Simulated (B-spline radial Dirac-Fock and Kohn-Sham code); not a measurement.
# Satellites and hypersatellites of the K lines of Br⁺

System: bromine as Br⁺ in the configuration [Ar] 3d10 4s2 4p4, inside a Watson sphere of charge -1 and radius 3 Å (a model of the Madelung potential; inside it an electron's potential energy is raised by 4.8 eV).

Input file task.json (cfg lists n, l and occupation; rrms is the nuclear radius in fm):

```json
{"items": [{
  "Z": 35,
  "q": 1,
  "cfg": [[1, 0, 2], [2, 0, 2], [2, 1, 6], [3, 0, 2], [3, 1, 6], [3, 2, 10], [4, 0, 2], [4, 1, 4]],
  "A": 79,
  "rrms": 4.1629,
  "watson": [-1, 3.0],
  "do": ["binding", "quiet", "double"]
}]}
```

Run with: `python xray_run.py task.json out`

These are calculated numbers from a radial B-spline solver; the model is Dirac-Fock (average of configuration) total-energy differences with a finite nucleus, the Breit interaction including its frequency dependence, and self-energy and vacuum-polarisation corrections. Each two-hole energy is an average over J within one jj subconfiguration, not an observable level; in light atoms, where LS coupling holds, the j-resolved values are not observed lines, and for a K spectator the Kα1 hypersatellite is nearly forbidden. Electron correlation is not included.

Lines without a spectator: Kα2 (K-L2) 11876.3 eV, Kβ3 (K-M2) 13281.0 eV. Shifts in eV with one spectator hole (a dash: not computed, or left out as unreliable):

```csv
spectator hole,Kα2,Kβ3
K (1s),+378.5,+475.9
L2 (2p1/2),+37.6,–
M2 (3p1/2),–,+8.60
M4 (3d3/2),-0.29,–
M5 (3d5/2),-1.82,–
```
